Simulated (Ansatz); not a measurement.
A nudged elastic band was laid between two geometries of C₂H₈AlBSi (13 atoms, charge 0, multiplicity 1).

All numbers below come from Ansatz 0.2.0, RKS PBE0-D4/6-31G*.

```yaml
movable_images: 7
climbing_image: yes
spring: 5.0 eV/Å²
optimiser: quadratic models (default)
start_path: through a guess of the saddle point
force_threshold: 0.05 eV/Å
iteration_limit: 60
end_points: relaxed
```

Initial state:

```xyz
13
Properties=species:S:1:pos:R:3
C -1.774 0.682 0.440
Si 0.058 1.021 -0.010
Al 1.508 -0.213 1.446
B 0.627 -0.951 -0.588
C 0.410 0.120 -1.663
H -2.371 1.546 0.121
H -1.899 0.580 1.522
H -2.198 -0.203 -0.047
H 0.926 -0.408 2.915
H 3.030 -0.506 1.040
H 0.703 -2.144 -0.625
H 1.346 0.479 -2.104
H -0.348 -0.037 -2.433
```

Final state:

```xyz
13
Properties=species:S:1:pos:R:3
C -1.870 0.514 0.605
Si -0.149 -0.192 0.240
Al 1.762 0.324 1.603
B -0.010 -1.459 -1.221
C 0.693 -0.216 -1.657
H -1.883 1.604 0.501
H -2.163 0.273 1.633
H -2.622 0.093 -0.069
H 3.193 0.187 0.905
H 1.655 0.718 3.146
H -0.705 -2.251 -1.780
H 1.681 0.080 -1.300
H 0.439 0.290 -2.591
```

(1) What changes between the two ends?

(2) Give the energies along the band, and the barrier.

(3) What is the geometry of the highest image?

Results:

(1) Bonds broken: Al3–B4. The dihedral H9–Al3–B4–C5 goes from 125 to -60°.

(2) The run converged. The highest image is number 5 of 0 to 8, 9.7 kcal/mol above the first end and 4.3 kcal/mol above the last; the last end lies 5.5 kcal/mol above the first. The profile has 2 maxima (images 2, 5) with wells between them (image 3): this band takes more than one step, which may be the mechanism or a detour left from its start path. A vibrational analysis at the climbing image gives one clearly imaginary mode, 165i cm⁻¹: a first-order saddle point. The orbitals stay closed-shell, which can raise the energy where a bond breaks towards radicals; this wasn't checked here.

```json
{"image": "0", "path coordinate (Å)": "0.00", "energy (kcal/mol)": "0.0", "Al3–B4 (Å)": "2.34", "dihedral H9–Al3–B4–C5 (°)": "125"}
{"image": "1", "path coordinate (Å)": "1.42", "energy (kcal/mol)": "4.3", "Al3–B4 (Å)": "2.73", "dihedral H9–Al3–B4–C5 (°)": "149"}
{"image": "2", "path coordinate (Å)": "2.84", "energy (kcal/mol)": "6.2", "Al3–B4 (Å)": "3.50", "dihedral H9–Al3–B4–C5 (°)": "160"}
{"image": "3", "path coordinate (Å)": "4.26", "energy (kcal/mol)": "5.6", "Al3–B4 (Å)": "3.78", "dihedral H9–Al3–B4–C5 (°)": "128"}
{"image": "4", "path coordinate (Å)": "5.69", "energy (kcal/mol)": "7.5", "Al3–B4 (Å)": "3.84", "dihedral H9–Al3–B4–C5 (°)": "63"}
{"image": "5", "path coordinate (Å)": "7.11", "energy (kcal/mol)": "9.7", "Al3–B4 (Å)": "3.92", "dihedral H9–Al3–B4–C5 (°)": "20"}
{"image": "6", "path coordinate (Å)": "8.05", "energy (kcal/mol)": "8.7", "Al3–B4 (Å)": "3.88", "dihedral H9–Al3–B4–C5 (°)": "-9"}
{"image": "7", "path coordinate (Å)": "8.98", "energy (kcal/mol)": "6.5", "Al3–B4 (Å)": "3.80", "dihedral H9–Al3–B4–C5 (°)": "-36"}
{"image": "8", "path coordinate (Å)": "9.91", "energy (kcal/mol)": "5.5", "Al3–B4 (Å)": "3.78", "dihedral H9–Al3–B4–C5 (°)": "-60"}
```

(3) 
```xyz
13
Properties=species:S:1:pos:R:3:forces:R:3
C -1.858 0.270 0.632 0.00 -0.01 0.00
Si -0.128 -0.389 0.199 0.00 0.01 0.00
Al 1.665 0.326 1.693 0.00 0.00 0.00
B 0.044 -1.349 -1.455 -0.02 0.00 -0.01
C 0.771 -0.063 -1.674 0.02 -0.01 0.02
H -1.852 1.358 0.763 0.00 0.00 0.00
H -2.215 -0.179 1.566 0.00 0.00 0.00
H -2.576 0.021 -0.155 0.00 0.00 0.00
H 2.078 1.869 1.764 0.00 0.00 0.00
H 2.471 -0.708 2.603 0.00 0.00 -0.01
H -0.689 -1.961 -2.169 0.00 0.00 0.00
H 1.735 0.185 -1.222 0.00 0.01 -0.01
H 0.574 0.585 -2.531 -0.01 0.00 0.00
```

The run took 3.6 min on 2 threads of Intel(R) Xeon(R) 6975P-C (Granite Rapids), with other jobs on the host, peak memory 0.24 GiB.
